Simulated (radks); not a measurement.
Initial-state core-level shifts of neutral bismuth when its valence configuration changes from [Hg] 6p3. Method: scalar-relativistic Kohn-Sham, BLYP, spin-polarised, spherical densities, finite nucleus; open shells are filled with parallel spins first (spin-orbit coupling, left out, can overturn this in heavy ions); Fermi nuclear charge, rms radius 5.5211 fm; computed with a radial shooting solver on a logarithmic mesh with Libxc functionals. Shifts are changes of the shell-averaged eigenvalues in eV (positive: less bound); the change of the density at the nucleus, which sets a Mossbauer isomer shift, is in e/bohr^3, on a base of 3.215e+06.

[
 {"valence": "[Xe] 4f12 5d10 6s2 6p5", "1s": "-43.273", "3s": "-51.044", "4d": "-41.019", "5p": "-17.953", "density at nucleus": "+665.7"},
 {"valence": "[Xe] 4f13 5d10 6s2 6p4", "1s": "-21.291", "3s": "-25.101", "4d": "-20.305", "5p": "-8.957", "density at nucleus": "+326.8"},
 {"valence": "[Xe] 4f14 5d9 6s2 6p4", "1s": "-6.321", "3s": "-6.411", "4d": "-6.285", "5p": "-5.466", "density at nucleus": "+94.3"},
 {"valence": "[Xe] 4f14 5d9.5 6s2 6p3.5", "1s": "-3.160", "3s": "-3.205", "4d": "-3.144", "5p": "-2.751", "density at nucleus": "+47.0"},
 {"valence": "[Xe] 4f14 5d8 6s2 6p5", "1s": "-12.653", "3s": "-12.836", "4d": "-12.556", "5p": "-10.797", "density at nucleus": "+189.6"},
 {"valence": "[Xe] 4f14 5d9 6s1 6p5", "1s": "-8.052", "3s": "-8.129", "4d": "-8.001", "5p": "-7.131", "density at nucleus": "-244.5"},
 {"valence": "[Xe] 4f12 5d10 6s1 6p6", "1s": "-44.931", "3s": "-52.691", "4d": "-42.663", "5p": "-19.540", "density at nucleus": "+278.3"},
 {"valence": "[Xe] 4f13.5 5d10 6s1.5 6p4", "1s": "-11.458", "3s": "-13.335", "4d": "-10.991", "5p": "-5.346", "density at nucleus": "-1.0"},
 {"valence": "[Xe] 4f13.5 5d8 6s1.5 6p6", "1s": "-24.199", "3s": "-26.265", "4d": "-23.591", "5p": "-16.034", "density at nucleus": "+164.7"}
]
